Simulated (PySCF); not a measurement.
O3Re (SMILES [O]=[Re](=[O])=[O]), doublet, geometry from GFN2-xTB (such geometries of metal compounds can be far from the true shape) (the multiplicity is a formal guess) (core potentials on Re). Base run: CAMB3LYP/def2-SVP run with PySCF.

Here is a job for PySCF.
```python
from pyscf import gto, scf, dft

mol = gto.M(
    atom='''
Re    0.000000   -0.000000    0.000000
O    -1.116207   -1.212213   -0.079511
O    -0.144964    1.320283   -0.978539
O     1.261172   -0.108071    1.058049
''',
    basis='def2-svp',
    ecp={'Re': 'def2-svp'},
    charge=0,
    spin=1,
    verbose=4,
)

mf = dft.UKS(mol)
mf.xc = 'camb3lyp'
mf.kernel()
```

Each row names what was changed in the base input (with any setting that the change needs).

| change | E (Eh) | HOMO (eV) | <S^2> | core-seconds (rough) |
|---|---|---|---|---|
| base | -303.68127 | -10.70 | 0.756 | 10 |
| functional = mn15 | -303.47682 | -10.23 | 0.761 | 9 |
| functional = b3lyp | -303.83619 | -8.99 | 0.755 | 5 |
| functional = b97m_v | -303.73268 | -8.04 | 0.757 | 100 |
| functional = tpss | -303.86815 | -7.92 | 0.756 | 10 |
| functional = o3lyp | -303.84283 | -8.39 | 0.758 | 5 |
| functional = b3lyp5 | -303.69098 | -8.90 | 0.755 | 5 |
| functional = pw6b95 | -304.06221 | -9.38 | 0.756 | 30 |
| functional = bhandhlyp | -303.51866 | -10.75 | 0.761 | 6 |
| functional = pw91,pw91 | -303.86764 | -7.87 | 0.755 | 6 |
| functional = blyp; dispersion = d3zero | -303.81471 | -7.59 | 0.753 | 4 |
| functional = lda,vwn | -302.15195 | -7.93 | 0.754 | 2 |
| functional = pbe; dispersion = d3bj | -303.66838 | -7.79 | 0.755 | 6 |

Total energies compare only within one method and basis.

Open shells are given as the SCF converged; they aren't shown to be the lowest states, and a large step between rows can be another state.
